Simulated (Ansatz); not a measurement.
Consider the ligand exchange at a Ge–C bond: `[CH3][GeH2][Br]` + HCl → `[Cl][GeH2][Br]` + CH₄.

Isolated molecules relaxed with PBE0-D4/def2-TZVP in Ansatz; ΔE leaves out vibrations. CBS: MP2 limit from def2 TZ/QZ plus the TZ coupled-cluster correction, frozen cores. This one scheme is used for every species. DFT in def2-TZVPP. HSE06 is defined as in plane-wave codes. For Br, Ge outer-core shells are correlated without core-valence functions, which leaves a few kJ/mol of doubt a bond. Scalar relativity is left out up to krypton.

CCSD(T)/CBS gives -77.1 kJ/mol.

(1) Another level gave -83.1 kJ/mol. Which?
A. HSE06/def2-TZVPP
B. BLYP/def2-TZVPP
C. HF/def2-TZVPP
D. MP2/def2-TZVPP

Largest T1 diagnostic among the species: 0.009.

Results:

(1) A. HSE06 -83.1, BLYP -87.5, MP2/def2-TZVPP -78.3, HF/def2-TZVPP -92.6 kJ/mol.

Leaving LDA and LC-ωPBE aside and taking each functional with its dispersion term where it has one, the values, not all of them listed here, spread over 8.2 kJ/mol, from B97M-V to PBE-QIDH. LDA lies +7.4 kJ/mol from PBE without D4. At CCSD(T), def2-SVP lies −5.4 kJ/mol from the extrapolated value and def2-TZVPP +1.3 kJ/mol. In def2-TZVPP, CCSD(T) changes the Hartree–Fock value by +16.8 kJ/mol (the triples alone add +0.3 kJ/mol) and MP2 by +14.3 kJ/mol.
